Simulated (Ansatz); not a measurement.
C₄H₅O₂ (SMILES CC(=O)C=[C]O), doublet, geometry from GFN2-xTB. Base run: PBE0/STO-3G (Ansatz, a quantum-chemistry and plane-wave program).

Geometry (Å):
```xyz
11

C      1.3618     0.5255     0.4592
C      0.7006    -0.1067    -0.7327
O      1.2739    -0.3618    -1.7637
C     -0.7448    -0.4149    -0.5789
C     -1.5005    -0.1983     0.4726
O     -1.2940     0.3213     1.6727
H      0.8636     1.4615     0.7010
H      2.4111     0.7087     0.2432
H      1.2694    -0.1315     1.3209
H     -1.1817    -0.8678    -1.4566
H     -2.1050     0.3194     2.1987
```
Charge 0, spin multiplicity 2.
Orbitals are unrestricted.
All else is at Ansatz's defaults.

Each row names what was changed in the base input (with any setting that the change needs).

```json
[
 {"change": "base", "E (Eh)": "-301.45665", "SCF-reference <S^2>": "0.762"},
 {"change": "functional = pbe", "E (Eh)": "-301.41073", "SCF-reference <S^2>": "0.754"},
 {"change": "functional = B97M-V", "E (Eh)": "-301.79843", "SCF-reference <S^2>": "0.758"},
 {"change": "functional = cam_b3lyp", "E (Eh)": "-301.58611", "SCF-reference <S^2>": "0.763"},
 {"change": "functional = b3lyp; dispersion = d4", "E (Eh)": "-301.75691", "SCF-reference <S^2>": "0.758"},
 {"change": "functional = B2PLYP", "E (Eh)": "-301.29844", "SCF-reference <S^2>": "0.806"},
 {"change": "functional = pbe; dispersion = d4", "E (Eh)": "-301.41863", "SCF-reference <S^2>": "0.754"},
 {"change": "functional = BHLYP", "E (Eh)": "-301.60521", "SCF-reference <S^2>": "0.784"},
 {"change": "functional = b3lyp", "E (Eh)": "-301.74429", "SCF-reference <S^2>": "0.758"},
 {"change": "functional = wB97X", "E (Eh)": "-301.71689", "SCF-reference <S^2>": "0.767"},
 {"change": "functional = PBE0-DH", "E (Eh)": "-301.36681", "SCF-reference <S^2>": "0.795"},
 {"change": "functional = lc_wpbe", "E (Eh)": "-301.56428", "SCF-reference <S^2>": "0.769"},
 {"change": "functional = blyp", "E (Eh)": "-301.61820", "SCF-reference <S^2>": "0.753"}
]
```

Total energies compare only within one method and basis.
